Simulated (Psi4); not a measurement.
C3H2N, charge -1, singlet, geometry from GFN2-xTB (a gas-phase anion, which may not be bound at this level). Base run: BLYP/def2-SV(P) run with Psi4 1.11.

Psi4 was given this input:
```
memory 2 GB

molecule mol {
-1 1
C    -0.120595   -1.695859    0.008662
C     0.478959   -0.514868    0.006682
C    -0.036520    0.737111   -0.004464
H    -1.215760   -1.893473    0.001174
H     0.461673   -2.623511    0.018494
N    -0.168140    1.908383   -0.012135
}

set {
  basis def2-sv(p)
  reference rks
}

energy('blyp')
print_variables()
```

The base run was repeated with changes; each row names its change, and settings that it needs were set with it.

```json
[
 {"change": "base", "ΔE vs base (mEh)": "0.000", "SCF cycles": "11", "grid points": "128964", "basis functions": "60"},
 {"change": "scf_type = dfdirj+cosx", "ΔE vs base (mEh)": "0.000", "SCF cycles": "12", "grid points": "128964", "basis functions": "60"},
 {"change": "soscf = true", "ΔE vs base (mEh)": "0.000", "SCF cycles": "8", "grid points": "128964", "basis functions": "60"},
 {"change": "d_convergence = 1e-4", "ΔE vs base (mEh)": "0.000", "SCF cycles": "10", "grid points": "128964", "basis functions": "60"},
 {"change": "scf_type = out_of_core", "ΔE vs base (mEh)": "0.041", "SCF cycles": "11", "grid points": "128964", "basis functions": "60"},
 {"change": "dft_radial_scheme = mura", "ΔE vs base (mEh)": "0.000", "SCF cycles": "11", "grid points": "130390", "basis functions": "60"},
 {"change": "dft_radial_scheme = multiexp", "ΔE vs base (mEh)": "0.001", "SCF cycles": "11", "grid points": "135135", "basis functions": "60"},
 {"change": "scf_type = mem_df", "ΔE vs base (mEh)": "0.000", "SCF cycles": "11", "grid points": "128964", "basis functions": "60"},
 {"change": "scf_type = cd", "ΔE vs base (mEh)": "-0.148", "SCF cycles": "11", "grid points": "128964", "basis functions": "60"},
 {"change": "dft_nuclear_scheme = stratmann", "ΔE vs base (mEh)": "-0.001", "SCF cycles": "11", "grid points": "120365", "basis functions": "60"},
 {"change": "dft_basis_tolerance = 1e-8", "ΔE vs base (mEh)": "0.000", "SCF cycles": "11", "grid points": "126850", "basis functions": "60"},
 {"change": "df_basis_scf = cc-pvqz-jkfit", "ΔE vs base (mEh)": "-0.002", "SCF cycles": "11", "grid points": "128964", "basis functions": "60"},
 {"change": "dft_radial_points = 50", "ΔE vs base (mEh)": "0.000", "SCF cycles": "11", "grid points": "87297", "basis functions": "60"}
]
```

A gas-phase anion may not be bound at this level; its values then depend on the basis.
